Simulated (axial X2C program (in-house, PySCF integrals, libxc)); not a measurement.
# Potential curves of HBr, 2c

All values were computed with an axial X2C code built on PySCF integrals. Two-component (2c) means X2C with spin–orbit coupling and atomic mean-field two-electron Coulomb and Gaunt terms. Basis: Br dyall-cv3z [8s9p6d4f1g], H dyall-v3z [6s2p1d] (cores contracted in-house); Gaussian nuclei, density fitting, unrestricted open shells. Masses: Br 78.918 u, H 1.008 u.

State: Ω = 0 (closed shell). Energies in kJ/mol from the fragments at the same level (Br + H). Fits are polynomials in 1 − R0/R over 0.85 to 1.23 times the lowest point R0.

| R (Å) | PBE0 | CCSD | LDA |
| --- | --- | --- | --- |
| 1.2354 | -312.62 |  | -362.05 |
| 1.2922 | -345.58 | -338.63 | -396.09 |
| 1.3348 | -360.26 | -352.96 | -411.73 |
| 1.3774 | -368.11 | -360.42 | -420.62 |
| 1.4200 | -370.41 | -362.34 | -424.03 |
| 1.4697 | -367.48 | -359.01 | -422.48 |
| 1.5194 | -359.79 | -350.99 | -416.23 |
| 1.5833 | -344.66 | -335.58 | -403.01 |
| 1.6614 | -320.55 |  | -381.29 |
| 1.7750 | -278.98 |  | -343.23 |

Correlated methods: 8 electrons correlated (number of frozen shells: Br 3 s, 2 p, 1 d; H none), 144 virtual spin orbitals or spinors in MP2, 74 natural virtuals in coupled cluster.

Occupations by symmetry block were frozen at the best pattern of an incomplete PBE0 search. The closed shell is kept restricted, so the energy runs too high when the bond is stretched far. De is counted from the lowest determinant-based energies of the atoms at the same level, without counterpoise correction. CCSD ran in a truncated set of natural virtual spinors with an MP2 remainder; without triples it tends to underbind. Without a current term, density functionals place determinants with orbital angular momentum somewhat too high. Coupled cluster ran on the points near the minimum only. MP2 and coupled cluster on one determinant become unreliable at the stretched end.

(1) What are Re, ωe and De at the PBE0 level?

(2) What are Re, ωe and De at the CCSD level?

(3) Fit the LDA curve near its minimum: give the equilibrium distance, the harmonic wavenumber and the well depth.

## Answers

(1) At PBE0, 2c: Re = 1.419 Å, ωe ≈ 2650 cm⁻¹, De = 3.84 eV to Br + H; Be follows as 8.41 cm⁻¹.

(2) At CCSD, 2c: Re = 1.415 Å, ωe ≈ 2670 cm⁻¹, De = 3.76 eV to Br + H; Be follows as 8.45 cm⁻¹.

(3) At LDA, 2c: Re = 1.430 Å, ωe ≈ 2560 cm⁻¹, De = 4.40 eV to Br + H; Be follows as 8.28 cm⁻¹.
